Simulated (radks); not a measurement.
Values are calculated unless marked as measured or tabulated.
Te, configuration [Kr] 4d10 5s2 5p4. Level of theory: scalar-relativistic Kohn-Sham, PBE, spin-unpolarised, spherical densities, point nucleus (a radial shooting solver on a logarithmic mesh with Libxc functionals).

Radial electron density D(r) = 4 pi r^2 rho(r):

```
   r/bohr * D(r) (the largest magnitude, 87, reaches the edge; | marks zero)
 0.003566 |        *
 0.004118 |          *
 0.004756 |             *
 0.005537 |                *
 0.006394 |                   *
 0.007384 |                       *
 0.008528 |                           *
 0.009849 |                               *
  0.01137 |                                  *
  0.01314 |                                     *
  0.01517 |                                        *
  0.01766 |                                         *
   0.0204 |                                          *
  0.02356 |                                         *
   0.0272 |                                       *
  0.03142 |                                     *
  0.03628 |                                    *
   0.0419 |                                    *
  0.04839 |                                       *
  0.05634 |                                           *
  0.06506 |                                                *
  0.07514 |                                                    *
  0.08678 |                                                      *
   0.1002 |                                                    *
   0.1157 |                                               *
   0.1337 |                                         *
   0.1544 |                                      *
   0.1797 |                                      *
   0.2075 |                                          *
   0.2397 |                                             *
   0.2768 |                                           *
   0.3197 |                                     *
   0.3692 |                           *
   0.4264 |                  *
   0.4924 |              *
   0.5733 |              *
   0.6621 |                *
   0.7646 |                *
    0.883 |              *
     1.02 |          *
    1.178 |      *
     1.36 |    *
    1.571 |  *
    1.829 |  *
    2.112 | *
    2.439 | *
    2.817 |*
    3.253 |*
    3.757 *
    4.339 *
    5.011 *
    5.833 *
    6.737 *
     7.78 *
    8.985 *
```

D(r) has 4 maxima, at r = 0.0194, 0.0861, 0.249, 0.723 bohr, and minima at 0.0381, 0.163, 0.529 bohr, inside which lie 1.99, 11.15, 28.98 electrons.
